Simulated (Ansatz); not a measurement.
SbTe4⁻. The state is a triplet with charge -1. Geometry PBE-D4/def2-SVP, that of the neutral doublet; atoms count from 1.

```tsv
atom	x (Å)	y (Å)	z (Å)
Sb1	0.324	2.310	0.284
Te2	-1.983	0.920	-0.430
Te3	-0.958	-1.485	-1.352
Te4	0.473	-1.963	0.938
Te5	2.143	0.219	0.559
```

In the def2 sets Sb, Te take a core potential; there is no spin–orbit coupling. At PBE0-D4/def2-TZVPD a singlet of charge -1 lies 0.64 eV below the triplet at the same geometry. The structure comes from a short search, and lower isomers may exist.

Q: Estimate the Mulliken populations from the PBE0/def2-TZVPD orbitals of Ansatz.

A: 
| atom | charge (e) | spin (α − β) |
| --- | --- | --- |
| Sb1 | 0.01 | 0.83 |
| Te2 | -0.31 | 0.34 |
| Te3 | -0.20 | 0.25 |
| Te4 | -0.20 | 0.25 |
| Te5 | -0.31 | 0.33 |
Mulliken values and Mayer orders depend strongly on the basis. With diffuse functions, as here, like atoms can get unlike values, and bond orders can come out too low or too high.

Q: Where does the spin sit?

A: Summed by element: Sb 0.83, Te 1.17, of 2 unpaired in all. Largest on single atoms: Sb1 0.83, Te2 0.34, Te5 0.33.

Q: And the Mayer bond orders between bonded heavy atoms (over 0.3)?

A: Sb1–Te2 1.10 (2.79 Å); Sb1–Te5 1.10 (2.78 Å); Te2–Te3 0.76 (2.77 Å); Te3–Te4 1.09 (2.74 Å); Te4–Te5 0.76 (2.77 Å).
